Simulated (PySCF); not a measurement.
Electron correlation in Si⁺ (silicon, charge +1)

[Ne] 3s2 3p1, 2P determinant. Calculation: PySCF 2.14, in x2c-SVPall; the spin-free X2C one-electron Hamiltonian (Gaussian nucleus). Frozen: [Ne]; 3 electrons correlated.

MP2 pair energies summed by pair of shells (mhartree):

| pair | energy | share (%) |
| --- | --- | --- |
| 3s-3s | -20.77 | 59.0 |
| 3s-3p | -14.44 | 41.0 |

Total MP2 correlation energy: -35.21 mhartree.

Same-spin part -2.15 and opposite-spin part -33.06 mhartree; SCS-MP2 scales them by 1/3 and 6/5 to -40.39 mhartree.

| level | correlation energy (mhartree) |
| --- | --- |
| CCSD | -52.92 |
| (T) | -0.66 |
| CCSD(T) | -53.58 |

Diagnostics: T1 = 0.011, D1 = 0.0254, largest double amplitude 0.111.

Cost of the coupled-cluster step: 0.1 s of wall time on 1 thread of Intel(R) Xeon(R) Platinum 8259CL CPU @ 2.50GHz (shared host), for 3 correlated electrons.
